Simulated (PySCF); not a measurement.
Si(F)(NHSiH3)3 (FH12N3Si4), SMILES F[Si](N[SiH3])(N[SiH3])N[SiH3].

Coordinates come from a B3LYP-D3(BJ)/def2-SVP optimisation. One conformer was computed; it need not be the lowest.

Two levels are set side by side: TDA-PBE/def2-SVP (PySCF) and TDA-LC-ωPBE/def2-SVP (PySCF). Vertical, same geometry. The lowest singlet is HOMO→LUMO 98 % with PBE and HOMO→LUMO 58 %, HOMO−2→LUMO+1 23 % with the other functional; states are paired by order. Differences are taken from unrounded values.

```tsv
quantity	TDA-PBE
lowest singlet excitation (eV)	5.79
lowest triplet excitation (TDA) (eV)	5.60
```

Question: These are the TDA-PBE values. What does TDA-LC-ωPBE give? (An estimate is asked for; the answer gives what the named calculation found.)

Answer: 
```tsv
quantity	TDA-LC-ωPBE	TDA-PBE minus TDA-LC-ωPBE
lowest singlet excitation (eV)	7.62	-1.83
lowest triplet excitation (TDA) (eV)	7.08	-1.48
```

A lower first singlet is the usual sign of a functional without exact exchange. Differences between two approximate levels are no errors against the true value.

Rough cost on one machine, each run with all the roots and properties that it gave: TDA-LC-ωPBE against TDA-PBE about 4 times.
